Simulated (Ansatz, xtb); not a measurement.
## Relaxing a trial structure of BClH4OSn

The starting geometry of this gas-phase singlet was built from a drawn formula by distance geometry and a force field; its bonds are those of `[OH2+]/[BH-]=[SnH]\[Cl]`.

```xyz
8

B    -1.3572   -0.7450   -1.3432
Cl   -2.0842   -3.9372    0.6487
O     0.0879   -1.1803   -1.4235
Sn   -2.7152   -1.9026   -0.4343
H     0.2268   -1.2374   -2.3536
H     0.5813   -0.4786   -1.0150
H    -1.6956    0.2353   -1.8342
H    -4.3550   -1.3878   -0.2818
```

Where would you expect an optimisation with r2SCAN-D4/def2-SVP to take it?

It rearranges, giving a structure with Cl2 bridging H6 and Sn4, given below by its coordinates. Distances that change by over a tenth: B1–Sn4 (2.00 → 2.32 Å), Cl2–Sn4 (2.39 → 2.84 Å). Contacts that open: O3–H6 (0.95 → 1.57 Å). Contacts that close: Cl2–H6 (4.67 → 1.35 Å).

The energy falls by 2.11 eV over 28 steps:

```
step  E − E(last) (eV)
   1             2.112
   4             1.706
   7             1.572
  10             1.301
  13             0.745
  16             0.180
  19             0.061
  22             0.014
  25             0.001
  28             0.000
```

Final geometry (Å):

```xyz
8

B    -1.5817   -0.7224   -1.7580
Cl   -1.0291   -3.2650    0.2745
O    -0.2986   -1.0262   -1.3355
Sn   -3.2703   -2.1707   -1.0888
H     0.4093   -0.4158   -1.5901
H    -0.3847   -2.2662   -0.3700
H    -1.6891    0.2732   -2.4502
H    -3.4671   -1.0406    0.2813
```

From the same start GFN2-xTB reaches the same bonding as this run.

The end wasn't checked by frequencies. Atoms past krypton carry core potentials, without spin–orbit terms. Run with Ansatz 0.2.0, 3 min on 1 thread of Intel(R) Xeon(R) Processor @ 2.50GHz (Skylake/Cascade Lake), on a shared host.
